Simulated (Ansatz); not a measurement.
Computed with Ansatz on PBE0-D4/def2-TZVP structures; ΔE is electronic, products minus reactants. CBS: MP2 limit from def2 TZ/QZ plus the TZ coupled-cluster correction, frozen cores. DFT in def2-TZVPP. One conformer a species, not always the lowest.

`C=C[SiH](C)S` + `B[Si](O)(O)F` → `B[Si](O)(F)OC` + `C=C[SiH2]S`  (substitution at a C–Si bond)

(1) Is it downhill or uphill in electronic energy at CCSD(T)/CBS, and by how much? (Best estimate.)

(2) What do these levels give: ωB97X-V, ωB97M-V, MP2/def2-TZVPP, SCS-MP2/def2-TZVPP, CCSD/def2-TZVPP, HF/def2-QZVPP? (Best estimate.)

Largest T1 diagnostic among the species: 0.012.

Results:

(1) Computed: Uphill: ΔE = +104.8 kJ/mol.

(2) Ansatz gave: ωB97X-V 96.9, ωB97M-V 102.8, MP2/def2-TZVPP 109.8, SCS-MP2/def2-TZVPP 100.8, CCSD/def2-TZVPP 100.0, HF/def2-QZVPP 86.1 kJ/mol.

In def2-TZVPP, CCSD(T) changes the Hartree–Fock value by +14.7 kJ/mol (the triples alone add +1.3 kJ/mol) and MP2 by +23.3 kJ/mol.
